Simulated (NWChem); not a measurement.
System: SiH₂Br₂; SMILES Br[SiH2]Br

Here is an NWChem input.

```
start job
memory heap 200 mb stack 900 mb global 1100 mb
geometry units angstroms noautosym nocenter noautoz
  Si     0.000000     0.000000    -0.994711
  Br    -1.825583     0.000000     0.261197
  Br     1.825583     0.000000     0.261197
  H      0.000000     1.232612    -1.821612
  H      0.000000    -1.232612    -1.821612
end
basis spherical
  * library def2-svp
end
dft
  xc pbe0
  iterations 150
end
cosmo
  do_cosmo_smd true
  solvent water
end
task dft energy
```

Coordinates come from a PBE0/def2-SVP optimisation. Solvent: water.

Level: PBE0/def2-SVP with SMD (1 M gas to 1 M solution), gas-phase geometry. Reactions with the solvent are ignored.

Problem. Give the results of this calculation. (PBE0/def2-SVP, SMD on the gas-phase geometry.) Quantities: solvation free energy (kcal/mol); cavity-dispersion-structure term (kcal/mol); dipole in solution (D).

Solution. 
| Item | Result |
|---|---|
| solvation free energy (kcal/mol) | -0.7 |
| cavity-dispersion-structure term (kcal/mol) | 0.3 |
| dipole in solution (D) | 1.63 |
